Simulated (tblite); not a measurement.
Species: C4H4NO3S (doublet state).
Bonds: O1–S2 (double), S2–O3 (double), S2–O4, S2–C5, C5–C6 (aromatic), C6–C7 (aromatic), C7–C8 (aromatic), C8–N9 (aromatic), C5–N9 (aromatic). Hydrogens: H10 on O4; H11 on C7; H12 on C8; H13 on N9.

The geometry is computed with GFN2-xTB (gas phase). This method treats the open shell by occupation alone, without spin polarisation.

Entries marked ? are missing. Bonds in one row agree within 0.01 Å.

```json
{"coordinate": "O1=S2, S2=O3", "value": "?"}
{"coordinate": "S2–O4", "value": "?"}
{"coordinate": "S2–C5", "value": "1.753 Å"}
{"coordinate": "C5–C6", "value": "1.361 Å"}
{"coordinate": "C6–C7", "value": "1.394 Å"}
{"coordinate": "C7–C8", "value": "?"}
{"coordinate": "C8–N9", "value": "?"}
{"coordinate": "C5–N9", "value": "1.366 Å"}
{"coordinate": "O4–H10", "value": "0.958 Å"}
{"coordinate": "C7–H11", "value": "1.070 Å"}
{"coordinate": "C8–H12", "value": "1.072 Å"}
{"coordinate": "N9–H13", "value": "1.009 Å"}
{"coordinate": "O1–S2–O3", "value": "120.1°"}
{"coordinate": "O1–S2–O4", "value": "108.1°"}
{"coordinate": "O1–S2–C5", "value": "?"}
{"coordinate": "O3–S2–C5", "value": "?"}
{"coordinate": "O4–S2–C5", "value": "101.9°"}
{"coordinate": "S2–C5–C6", "value": "137.3°"}
{"coordinate": "S2–C5–N9", "value": "115.9°"}
{"coordinate": "C6–C5–N9", "value": "106.8°"}
{"coordinate": "C5–C6–C7", "value": "109.6°"}
{"coordinate": "C6–C7–C8", "value": "105.4°"}
{"coordinate": "C7–C8–N9", "value": "?"}
{"coordinate": "C5–N9–C8", "value": "?"}
```

Fill in the missing values.

- O1=S2, S2=O3 = 1.428 Å, drawn double (ends: oxygen bonded to S; sulfur bonded to C and 3 O); 0.28 Å below the sum of covalent radii, 1.71 Å.
- S2–O4 = 1.612 Å, drawn single (ends: sulfur bonded to C and 3 O; oxygen bonded to S and H); 0.10 Å below the sum of covalent radii, 1.71 Å.
- C7–C8 = 1.380 Å, aromatic (ends: carbon bonded to 2 C and H; carbon bonded to C, N and H); 0.08 Å below the sum of covalent radii, 1.46 Å.
- C8–N9 = 1.354 Å, aromatic (ends: carbon bonded to C, N and H; nitrogen bonded to 2 C and H); 0.09 Å below the sum of covalent radii, 1.44 Å.
- O1–S2–C5 = 105.7°, at the sulfur bonded to C and 3 O; the outer atoms are 2.543 Å apart.
- O3–S2–C5 = 112.5°, at the sulfur bonded to C and 3 O; the outer atoms are 2.652 Å apart.
- C7–C8–N9 = 108.9°, at the carbon bonded to C, N and H, inside a 5-membered ring; the outer atoms are 2.225 Å apart.
- C5–N9–C8 = 109.2°, at the nitrogen bonded to 2 C and H, inside a 5-membered ring; the outer atoms are 2.217 Å apart.

Radii are Cordero's, carbon taken as 0.76, 0.73 or 0.69 Å for four, three, and two or fewer neighbours.

Its GFN2-xTB frequencies are all real (lowest 48 cm⁻¹). Torsions: O1–S2–O4–H -140°, O1–S2–C5–C6 174°.

One conformer stands for the species.
